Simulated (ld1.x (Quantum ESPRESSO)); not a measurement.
**Bi (Z = 83): one change to a TM potential, before and after**

| Property | Result |
| --- | --- |
| Element | bismuth (Bi) |
| Generator | ld1.x (Quantum ESPRESSO) 7.5 |
| Type | norm-conserving Troullier–Martins (Kleinman–Bylander form) |
| Functional | PBEsol |
| Relativity | scalar-relativistic |
| Frozen core | [Xe] 4f14 |
| Valence charge | 15 |
| Reference configuration | 5d10 6s2 6p3 |
| Partial waves | 6p (bound): rc 1.80 bohr; 5d (bound): rc 1.45 bohr; 6s (bound): rc 1.75 bohr |
| Local potential | the s channel |
| Core correction | a·sin(br)/r model core inside 1.50 bohr |

Change: core correction a·sin(br)/r model core inside 1.32 bohr.

Cutoffs: the cutoffs (Ry, on a coarse ladder) from which the occupation-weighted sum of valence levels, in a spherical-Bessel basis at the reference potential, stays within 10 and 1 mRy of its value at 400 Ry; they do not see the model core or the augmentation charge, which bear on the density cutoff. Errors are all-electron minus pseudo energies relative to the spin-unpolarised reference configuration.

How do hardness, ghosts and transferability respond?

The potential gets neither clearly harder nor softer (60 Ry and 100 Ry → 60 Ry and 100 Ry); the errors of the 7 common tests hardly move; neither file shows a bound ghost. A model core, the more so a compact one, raises the density cutoff, which this test does not measure.

| quantity | base | changed |
| --- | --- | --- |
| cutoff, loose | 60 Ry | 60 Ry |
| cutoff, tight | 100 Ry | 100 Ry |
| bound ghosts | none | none |
| error for 5d10 6s2 6p2, meV [ΔE 7.95 eV] | -1.9 | -1.9 |
| error for 5d10 6s2 6p1, meV [ΔE 23.24 eV] | -5.7 | -5.9 |
| error for 5d10 6s2 6p0, meV [ΔE 46.60 eV] | -22 | -22 |
| error for 5d10 6s0 6p5, meV [ΔE 20.57 eV] | -12 | -11 |
| error for 5d10 6s1 6p0, meV [ΔE 92.07 eV] | -57 | -57 |
| error for 5d10 6s2 6p2.5, meV [ΔE 3.11 eV] | -0.9 | -1.0 |
| error for 5d10 6s1 6p3, meV [ΔE 18.81 eV] | -2.1 | -2.0 |
| s: phases at 1.94 bohr within 0.05 rad from the reference energy up to (Ry; the scan ends near 5) | 3.7 | 3.7 |
| p: phases at 1.94 bohr within 0.05 rad from the reference energy up to (Ry; the scan ends near 5) | 0.7 | 0.7 |
| d: phases at 1.94 bohr within 0.05 rad from the reference energy up to (Ry; the scan ends near 5) | 1.5 | 1.5 |
